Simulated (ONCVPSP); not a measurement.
# Before and after: ONCV potential for rhodium

- Element: Rh (Z = 45)
- Generator: ONCVPSP 4.0.1
- Type: optimised norm-conserving Vanderbilt (ONCV)
- Functional: PBE
- Relativity: scalar-relativistic
- Frozen core: [Ar] 3d10
- Valence charge: 17
- Reference configuration: 4s2 4p6 4d6 (charge +3)
- Partial waves: 4s: rc 1.35 bohr, ncon 4, nbas 8, qcut 10.1 1/bohr, 2 projectors, debl 2.4 Ha; 4p: rc 1.50 bohr, ncon 3, nbas 6, qcut 8.8 1/bohr, 3 projectors, debl 1 Ha; 4d: rc 1.20 bohr, ncon 4, nbas 8, qcut 6.8 1/bohr, 2 projectors, debl 1.1 Ha; f scattering state at 0.28 Ha: rc 1.50 bohr, ncon 4, nbas 7, qcut 7.8 1/bohr, 2 projectors, debl 1.4 Ha
- Local potential: polynomial inside 1.05 bohr (lpopt 3, dvloc0 -1 Ha)
- Core correction: none

In the s channel the program set the typed energies aside and used -4.356, 0.250 Ha. In the p channel the program set the typed energies aside and used -3.163, 0.250, 1.250 Ha. In the d channel the program set the typed energies aside and used -1.452, 0.250 Ha.

All-electron outer shells of the reference configuration (PBE, scalar-relativistic, ld1.x):

| shell | level (eV) | outermost node (bohr) | outermost maximum (bohr) |
| --- | --- | --- | --- |
| 4s | -118.54 | 0.47 | 0.88 |
| 4p | -86.07 | 0.47 | 0.94 |
| 4d | -39.51 | 0.46 | 1.11 |

Change: d: qcut 4.8.

Cutoffs: the cutoffs (Ha) at which the residual kinetic energy of the hardest occupied pseudo-wave falls to 1 and 0.1 mHa per electron; they do not see the model core or the augmentation charge, which bear on the density cutoff. Errors are all-electron minus pseudo energies relative to the spin-unpolarised reference configuration.

Question: How do hardness, ghosts and transferability respond?

Answer: The potential gets harder (47 Ha and 148 Ha → 145 Ha and 169 Ha); a bound ghost appears in d, which as a rule spoils a file; the errors of the 4 common tests hardly move.

| quantity | base | changed |
| --- | --- | --- |
| cutoff, loose | 47 Ha | 145 Ha |
| cutoff, tight | 148 Ha | 169 Ha |
| loose cutoff by channel | s 35 Ha, p 21 Ha, d 47 Ha | s 35 Ha, p 21 Ha, d 145 Ha |
| bound ghosts | none | d |
| GHOST(+) flags under 300 eV | none | none |
| error for 4s2 4p6 4d8 5s1, meV [ΔE -59.48 eV] | +6.3 | +6.5 |
| error for 4s2 4p6 4d8, meV [ΔE -52.02 eV] | +4.5 | +4.9 |
| error for 4s2 4p6 4d7, meV [ΔE -32.50 eV] | +3.5 | +3.6 |
| error for 4s2 4p6 4d7 5s2, meV [ΔE -57.00 eV] | +7.8 | +7.8 |
| s: phases at 1.37 bohr within 0.05 rad from the reference energy up to (Ha; the scan ends near 5) | to the end of the scan | to the end of the scan |
| p: phases at 1.52 bohr within 0.05 rad from the reference energy up to (Ha; the scan ends near 5) | to the end of the scan | to the end of the scan |
| d: phases at 1.22 bohr within 0.05 rad from the reference energy up to (Ha; the scan ends near 5) | to the end of the scan | to the end of the scan |
| f: phases at 1.52 bohr within 0.05 rad from the reference energy up to (Ha; the scan ends near 5) | to the end of the scan | to the end of the scan |

 A true bound ghost makes a file unfit for plane-wave use even where its test errors are small: the radial tests pick states by their node count and pass the ghost by.
